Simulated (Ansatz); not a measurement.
**Energy profile**

The step: AlSiH₃OF ([F][Al][O][SiH3]) + H₂O + NH₃ → AlNH₂F ([NH2][Al][F]) + SiH₄O ([OH][SiH3]) + H₂O (still joined by a long Al–O bond); bonds formed: O2–H7, H5–O8; bonds broken: H5–N6, H7–O8; bonds weakened to dative contacts: Al1–O2 (atoms numbered as in the saddle structure below).

```csv
atom,x (Å),y (Å),z (Å)
Al1,-1.3852,0.7553,-0.3704
O2,-0.3380,-0.6750,0.2833
Si3,-0.3413,-2.2673,-0.2312
F4,-1.5217,0.3209,-1.9851
H5,0.9987,1.4037,0.5803
N6,-0.0951,2.1223,-0.1509
H7,0.5905,-0.2386,0.7029
O8,1.5741,0.5923,0.9973
H9,0.2290,-3.0876,0.8659
H10,-1.7482,-2.6444,-0.4893
H11,0.4831,-2.4228,-1.4515
H12,-0.4249,2.9369,0.3531
H13,0.2642,2.4599,-1.0397
H14,1.7150,0.7446,1.9351
```

Electronic energies by CCSD(T) at an estimated basis limit (MP2 extrapolated from triple and quadruple zeta, plus CCSD(T) − MP2 in triple zeta), on PBE0-D4/def2-TZVP structures; AlSiNH$_{8}$O$_{2}$F, doublet; no counterpoise correction; spin–orbit coupling, which lowers free halogen atoms and radicals such as OH and SH, is left out. Program: Ansatz 0.2.0. Basis: def2-TZVPP and def2-QZVPP. Cores are frozen in the correlated methods; orbitals are unrestricted. Extrapolation: Hartree–Fock as exp(−7.88 √X), correlation as X^−2.97.

Give the profile in kcal/mol, counted from the separated reactants. (An estimate is asked for; the value comes from the calculation.)

Computed:
```
                                                                                                                                                                                    point  kcal/mol
                  separated: AlSiH$_{3}$OF (linked as [F][Al][O][SiH3]; Al1, O2, Si3, F4, H9, H10, H11; doublet) + NH$_{3}$ (H5, N6, H12, H13; singlet) + H$_{2}$O (H7, O8, H14; singlet)      0.00
                                                                                                                                                                          start structure    -39.09
                                                                                                                                                                                   saddle    -15.48
                                                                                                                                                                            end structure    -17.05
separated: AlNH$_{2}$F (linked as [NH2][Al][F]; Al1, F4, N6, H12, H13; doublet) + SiH$_{4}$O (linked as [OH][SiH3]; O2, Si3, H7, H9, H10, H11; singlet) + H$_{2}$O (H5, O8, H14; singlet)     17.14
```
The saddle lies below the separated reactants: the barrier is submerged.

T1 diagnostic: at most 0.015. ⟨S²⟩ of the unrestricted Hartree–Fock references: 0.75 (a pure state has 0.75).

For scale, one of the runs: CCSD(T)/def2-TZVPP, 320 basis functions, launched by `ansatz run in.yaml --threads 4 --pin off --events-out ev --progress --plain --max-ram 66560MiB --backend cuda --devices 0, --max-vram 37GiB`. Hardware: 4 CPU threads of an AMD EPYC 7R13 and a share of one NVIDIA H100, shared host. Wall time 31 s; peak host memory 0.84 GiB.
